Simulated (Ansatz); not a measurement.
Calculated with Ansatz (gas phase, PBE0-D4/def2-TZVP geometries, no zero-point term in ΔE). CBS: MP2 limit from def2 TZ/QZ plus the TZ coupled-cluster correction, frozen cores. This one scheme is used for every species. DFT in def2-TZVPP. B3LYP here is the variant with VWN-RPA as its local correlation; programs differ in this. HSE06 is defined as in plane-wave codes. def2 core potentials past Kr. For Hf outer-core shells are correlated without core-valence functions, which leaves a few kJ/mol of doubt a bond. Each species was taken in one conformer, which may not be the lowest.

Consider the formal hydrolysis of the Hf–Cl bond: `[Cl][Hf]([Cl])([Cl])[Cl]` + H₂O → `[OH][Hf]([Cl])([Cl])[Cl]` + HCl.

```json
{"level": "LDA (SPW92)", "ΔE (kJ/mol)": "13.3", "difference from CCSD(T)/CBS": "-7.0"}
{"level": "revPBE-D4", "ΔE (kJ/mol)": "20.1", "difference from CCSD(T)/CBS": "-0.2"}
{"level": "BLYP-D4", "ΔE (kJ/mol)": "14.5", "difference from CCSD(T)/CBS": "-5.8"}
{"level": "r2SCAN-D4", "ΔE (kJ/mol)": "18.5", "difference from CCSD(T)/CBS": "-1.8"}
{"level": "B97M-V", "ΔE (kJ/mol)": "19.6", "difference from CCSD(T)/CBS": "-0.7"}
{"level": "PBE0-D4", "ΔE (kJ/mol)": "21.0", "difference from CCSD(T)/CBS": "0.7"}
{"level": "B3LYP-D4", "ΔE (kJ/mol)": "15.7", "difference from CCSD(T)/CBS": "-4.6"}
{"level": "r2SCANh-D4", "ΔE (kJ/mol)": "19.1", "difference from CCSD(T)/CBS": "-1.2"}
{"level": "r2SCAN0-D4", "ΔE (kJ/mol)": "19.9", "difference from CCSD(T)/CBS": "-0.4"}
{"level": "HSE06-D4", "ΔE (kJ/mol)": "21.6", "difference from CCSD(T)/CBS": "1.3"}
{"level": "BHLYP-D4", "ΔE (kJ/mol)": "17.2", "difference from CCSD(T)/CBS": "-3.1"}
{"level": "ωB97X-V", "ΔE (kJ/mol)": "11.4", "difference from CCSD(T)/CBS": "-8.9"}
{"level": "ωB97M-V", "ΔE (kJ/mol)": "14.0", "difference from CCSD(T)/CBS": "-6.3"}
{"level": "B2PLYP", "ΔE (kJ/mol)": "15.0", "difference from CCSD(T)/CBS": "-5.3"}
{"level": "PBE-QIDH", "ΔE (kJ/mol)": "20.5", "difference from CCSD(T)/CBS": "0.2"}
{"level": "PBE", "ΔE (kJ/mol)": "18.0", "difference from CCSD(T)/CBS": "-2.3"}
{"level": "revPBE", "ΔE (kJ/mol)": "19.1", "difference from CCSD(T)/CBS": "-1.2"}
{"level": "BLYP", "ΔE (kJ/mol)": "11.8", "difference from CCSD(T)/CBS": "-8.5"}
{"level": "r2SCAN", "ΔE (kJ/mol)": "18.2", "difference from CCSD(T)/CBS": "-2.1"}
{"level": "PBE0", "ΔE (kJ/mol)": "19.6", "difference from CCSD(T)/CBS": "-0.7"}
{"level": "B3LYP", "ΔE (kJ/mol)": "13.1", "difference from CCSD(T)/CBS": "-7.2"}
{"level": "r2SCAN0", "ΔE (kJ/mol)": "19.5", "difference from CCSD(T)/CBS": "-0.8"}
{"level": "HSE06", "ΔE (kJ/mol)": "20.1", "difference from CCSD(T)/CBS": "-0.2"}
{"level": "BHLYP", "ΔE (kJ/mol)": "13.6", "difference from CCSD(T)/CBS": "-6.7"}
{"level": "CAM-B3LYP", "ΔE (kJ/mol)": "6.5", "difference from CCSD(T)/CBS": "-13.8"}
{"level": "LC-ωPBE", "ΔE (kJ/mol)": "6.8", "difference from CCSD(T)/CBS": "-13.5"}
{"level": "RPA@PBE/def2-TZVPP", "ΔE (kJ/mol)": "14.4", "difference from CCSD(T)/CBS": "-5.9"}
{"level": "HF/def2-SVP", "ΔE (kJ/mol)": "7.5", "difference from CCSD(T)/CBS": "-12.8"}
{"level": "MP2/def2-SVP", "ΔE (kJ/mol)": "2.5", "difference from CCSD(T)/CBS": "-17.8"}
{"level": "CCSD/def2-SVP", "ΔE (kJ/mol)": "0.2", "difference from CCSD(T)/CBS": "-20.1"}
{"level": "MP2/def2-TZVPP", "ΔE (kJ/mol)": "19.7", "difference from CCSD(T)/CBS": "-0.6"}
{"level": "SCS-MP2/def2-TZVPP", "ΔE (kJ/mol)": "15.3", "difference from CCSD(T)/CBS": "-5.0"}
{"level": "CCSD/def2-TZVPP", "ΔE (kJ/mol)": "13.1", "difference from CCSD(T)/CBS": "-7.2"}
{"level": "CCSD(T)/def2-TZVPP", "ΔE (kJ/mol)": "15.4", "difference from CCSD(T)/CBS": "-4.9"}
{"level": "HF/def2-QZVPP", "ΔE (kJ/mol)": "14.7", "difference from CCSD(T)/CBS": "-5.6"}
{"level": "MP2/def2-QZVPP", "ΔE (kJ/mol)": "22.7", "difference from CCSD(T)/CBS": "2.4"}
{"level": "SCS-MP2/def2-QZVPP", "ΔE (kJ/mol)": "18.3", "difference from CCSD(T)/CBS": "-2.0"}
{"level": "HF/CBS(def2)", "ΔE (kJ/mol)": "14.8", "difference from CCSD(T)/CBS": "-5.5"}
{"level": "MP2/CBS(def2)", "ΔE (kJ/mol)": "24.6", "difference from CCSD(T)/CBS": "4.3"}
{"level": "CCSD/CBS(def2)", "ΔE (kJ/mol)": "18.0", "difference from CCSD(T)/CBS": "-2.3"}
{"level": "CCSD(T)/CBS", "ΔE (kJ/mol)": "20.3", "difference from CCSD(T)/CBS": "0"}
```

(1) What do rigid-rotor, harmonic-oscillator terms from PBE0-D4/def2-TZVP frequencies (298.15 K, 1 bar) make of the CCSD(T)/CBS value? (An estimate is asked.)

Largest T1 diagnostic among the species: 0.014.

Results:

(1) Computed: ΔZPE = -9.2 kJ/mol, ΔH = +11.5 kJ/mol, ΔS = 13 J/(mol·K), ΔG = +7.7 kJ/mol.

At CCSD(T), def2-SVP lies −18.1 kJ/mol from the extrapolated value and def2-TZVPP −4.9 kJ/mol. Leaving LDA and LC-ωPBE aside and taking each functional with its dispersion term where it has one, the values, not all of them listed here, spread over 13.4 kJ/mol, from CAM-B3LYP-D4 to HSE06-D4. LDA lies −4.7 kJ/mol from PBE without D4.
